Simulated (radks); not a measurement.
The numbers below are computed, except where a source is named.
Effect of the nuclear size on the barium ion Ba+, [Xe] 6s1. Code: a radial shooting solver on a logarithmic mesh with Libxc functionals. Model: Dirac Kohn-Sham, PBE, spin-unpolarised, spherical densities, finite nucleus; Fermi nuclear charge, rms radius 4.8378 fm. The rms radius is varied about that value; shifts are against it.

rms radius (fm)  total energy shift (eV)  density at nucleus (e/bohr^3)  1s1/2 shift (meV)  2s1/2 shift (meV)  4p1/2 shift (meV)  5s1/2 shift (meV)  5p1/2 shift (meV)  6s1/2 shift (meV)
4.3056                             -1.74                      3.301e+05               -726              -87.2              0.304             -0.571              0.098             -0.059
4.6927                            -0.491                      3.247e+05               -205              -24.6              0.086             -0.161              0.028             -0.017
4.8378                                 0                      3.228e+05              0.000              0.000              0.000              0.000              0.000              0.000
5.1764                              1.19                      3.186e+05                497               59.7             -0.208              0.391             -0.067              0.040
5.37                                1.91                      3.163e+05                794               95.4             -0.332              0.624             -0.107              0.064

Slopes of the eigenvalues against <r^2> in GHz/fm^2, as finite differences over the two radii next to the reference (eigenvalue slopes, not the field-shift constants of lines): 1s1/2 35500, 2s1/2 4270, 4p1/2 -14.9, 5s1/2 27.9, 5p1/2 -4.81, 6s1/2 2.87.
